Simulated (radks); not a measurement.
The numbers below are computed, except where a source is named.
Coherent X-ray form factor from a spherical all-electron density. Level of theory: scalar-relativistic Kohn-Sham, LDA (Slater exchange, Perdew-Wang correlation), spin-polarised, spherical densities, point nucleus (a radial shooting solver on a logarithmic mesh with Libxc functionals).

sin(theta)/lambda (1/angstrom),f0 (electrons)
0.05,76.234
0.1,74.084
0.15,70.922
0.2,67.198
0.25,63.297
0.3,59.486
0.4,52.619
0.5,46.907
0.6,42.149
0.8,34.512
1,28.484
1.25,22.778
1.5,18.913
2,14.701

The species is in the configuration that NIST lists as its ground one. Which atom or ion scatters so?

Answer. The gold ion Au2+, [Xe] 4f14 5d9. Extrapolating in s^2 from the first two rows gives f0(0) = 77.0, near the electron count 77; among species with that count, the fall with angle is slower the higher Z, and the table is that of Z = 79; from so few rows the species is fixed only to a neighbour or two.
